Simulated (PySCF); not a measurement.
**Core binding energy against partial charge**

Species: SiHMe2(pyrrolidide), C6H15NSi.
Geometry (PBE0-D3(BJ)/def2-SVP, Å), atoms numbered from 1 in this order:
```xyz
23
C6H15NSi angstrom
Si     0.501    1.301    0.694
H     -0.068    1.670    2.042
C      2.350    1.055    0.907
H      2.820    1.975    1.288
H      2.823    0.797   -0.054
H      2.570    0.249    1.624
C      0.123    2.708   -0.487
H     -0.958    2.902   -0.558
H      0.499    2.487   -1.498
H      0.603    3.636   -0.137
N     -0.184   -0.169    0.068
C     -1.445   -0.250   -0.653
C     -1.491   -1.696   -1.134
C     -0.868   -2.437    0.043
C      0.251   -1.495    0.495
H     -1.482    0.472   -1.485
H     -2.325   -0.042   -0.006
H     -0.862   -1.810   -2.032
H     -2.506   -2.037   -1.384
H     -1.614   -2.548    0.847
H     -0.502   -3.443   -0.209
H      0.408   -1.564    1.587
H      1.213   -1.771    0.021
```

Binding energies: delta-SCF UKS SCAN, pcX-2 on the ionised atom, pcseg-1 elsewhere, spin-free X2C in PySCF. Charges: PBE0/pcSseg-1 ground-state density, for the ionised atom.

```
atom                    environment  C 1s (eV)  Mulliken (e)  IAO (e)  Hirshfeld (e)  ESP (e)
  C3    carbon bonded to Si and 3 H     289.80        -0.649   -0.723         -0.216   -0.749
 C13   carbon bonded to 2 C and 2 H     290.42        -0.241   -0.254         -0.071   -0.045
 C12  carbon bonded to C, N and 2 H     291.07        +0.043   -0.139         -0.026   -0.054
```

Problem. Give the correlation coefficient and slope of binding energy on charge for each scheme.

Solution. Mulliken: r = 0.99, slope 1.8 eV per e; Hirshfeld: r = 0.95, slope 6.1 eV per e; IAO: r = 0.94, slope 1.9 eV per e; ESP: r = 0.85, slope 1.3 eV per e. Mulliken charges have the highest r, on only 3 points.

Problem. The point-charge model writes a binding energy as kq + V + constant, with V the potential of the other atoms' charges at the site. What does it give with the Mulliken charges?

Solution. V = Σ 14.40 eV Å × q/r over all other atoms: +8.23 eV at C3, +1.65 eV at C13, -3.19 eV at C12. Fitting binding energy − V to q gives k = 18.3 eV per e and leaves an rms residual of 0.13 eV, against 0.06 eV for the fit on q alone. The model has no term for differences in relaxation between sites.

Geometry: PBE0-D3(BJ)/def2-SVP, one conformer, isolated molecule.
